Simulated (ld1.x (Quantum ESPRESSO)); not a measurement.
Transferability test, TM potential for F

F (Z = 9), norm-conserving Troullier–Martins (Kleinman–Bylander form), made with ld1.x (Quantum ESPRESSO) 7.5 (LDA (PZ), scalar-relativistic). Core [He], reference 2s2 2p5. Waves: 2s (bound): rc 0.55 bohr; 3d channel at 0.05 Ry: rc 1.35 bohr; 2p (bound): rc 1.75 bohr. Local part: the p channel. Core correction: none.

Energies are relative to the spin-unpolarised reference configuration 2s2 2p5; without spin polarisation the order of configurations can differ from experiment. Spin-polarised rows fill each open shell by Hund’s rule, majority spin first.

(1) Give the all-electron excitation energy and the error of the potential for: 2s2 2p4; 2s2 2p3; 2s2 2p2; 2s2 2p4.5; 2s2 2p5.3; 2s2 2p1; 2s1 2p5; 2s2 2p5 (spin-polarised); 2s2 2p4 (spin-polarised).

Levels in the configuration 2s2 2p1:

| level | all-electron (eV) | pseudo (eV) |
| --- | --- | --- |
| 2s | -116.190 | -114.427 |
| 2p | -99.334 | -94.681 |

Results:

(1)

| valence configuration | charge | ΔE all-electron (eV) | error AE − PS (meV) |
| --- | --- | --- | --- |
| 2s2 2p4 | +1 | 19.555 | -2.1 |
| 2s2 2p3 | +2 | 58.067 | +265 |
| 2s2 2p2 | +3 | 118.799 | +1504 |
| 2s2 2p4.5 | +0.5 | 7.630 | -5.8 |
| 2s2 2p5.3 | -0.3 | -2.726 | -2.9 |
| 2s2 2p1 | +4 | 204.666 | +4747 |
| 2s1 2p5 | +1 | 38.211 | -202 |
| 2s2 2p5 (spin-polarised) | 0 | -0.379 | +2.5 |
| 2s2 2p4 (spin-polarised) | +1 | 17.723 | -7.3 |
